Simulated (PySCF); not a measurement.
Calculated NMR parameters of CCO/C=C(\[SiH3])C(C)C

- Formula: C7H16OSi
- SMILES: CCO/C=C(\[SiH3])C(C)C
- Point group of the computed structure: C1
- Degrees of unsaturation: 1
- Carbon signals: 6
- Proton signals: 6

Atom-mapped SMILES (the numbers label the heavy atoms): `[CH3:1][CH2:2][O:3]/[CH:4]=[C:5](\[SiH3:6])[CH:7]([CH3:8])[CH3:9]`. Each H is labelled by its parent atom.

All values are calculated (PySCF): GIAO PBE0/pcSseg-1 shieldings, geometry: GFN2-xTB. One computed conformer, relativity neglected, in vacuum, fast rotation and ring inversion assumed for equivalent nuclei.

δ = σ(ref) − σ, references computed at the same level: 1H (σ = 31.72 ppm) and 13C (σ = 186.93 ppm) and 29Si (σ = 349.16 ppm) vs TMS; 17O (σ = 336.08 ppm) against H2O.

| carbon | δC, type | δH (multiplicity) | HMBC from (2–3 bonds) | span of the C tensor (ppm) |
| --- | --- | --- | --- | --- |
| C1 | 17.7, CH3 | 1.41 (t) | H(C2) | 32 |
| C2 | 69.7, CH2 | 3.92 (q) | H(C4), H(C1) | 85 |
| C4 | 159.9, CH | 6.81 (s) | H(Si6), H(C2), H(C7) | 151 |
| C5 | 121.1, C | – | H(C4), H(Si6), H(C7), H(C8)/H(C9) | 180 |
| C7 | 36.6, CH | 2.21 (sept) | H(C4), H(Si6), H(C8)/H(C9) | 18 |
| C8/C9 | 26.0, CH3 | 1.10 (d) | H(C7), H(C8)/H(C9) | 43 |

Other nuclei:
```tsv
atoms	nucleus	environment	δ (ppm)	σ (ppm)
H(Si6)	1H	hydrogen on a silicon bonded to C	4.11	27.61
Si6	29Si	silicon bonded to C, 3 H	-92.8	441.9
O3	17O	ether oxygen	132.4	203.7
```

Carbon types of the structure: 1 × C, 2 × CH, 1 × CH2, 3 × CH3, leaving 3 H on heteroatoms. δC 159.9: alkene carbon bearing oxygen; an sp2 carbon further deshielded by the attached heteroatom. δC 121.1: β carbon of an enol-ether or enamine type C=C. δC 69.7: sp3 CH2 bonded to O; pulled downfield by the heteroatom. δC 26.0, 17.7: methyl carbon; saturated and bonded to C and H only. δH 3.92: hydrogen on an sp3 CH2 bonded to O; its carbon carries O, which withdraws density.

Shifts are as computed. Against solution values, carbons near 30 ppm lie about +3 ppm off and those near 130 ppm about +5 ppm. Of 1211 compounds with measured shifts, 218 miss one by over three times the rms of a fit or turn the order of signals round; such compounds aren't used in these exercises. Experimental scales use liquid or dissolved standards, which lie at an offset from isolated H2O (liquid H2O: subtract about 36 ppm). No couplings were computed; multiplicities are counted from neighbouring protons, with m where these are inequivalent, close in shift, in a saturated or five-membered ring or joined by F or P, and br s for small geminal =CH2 splittings.
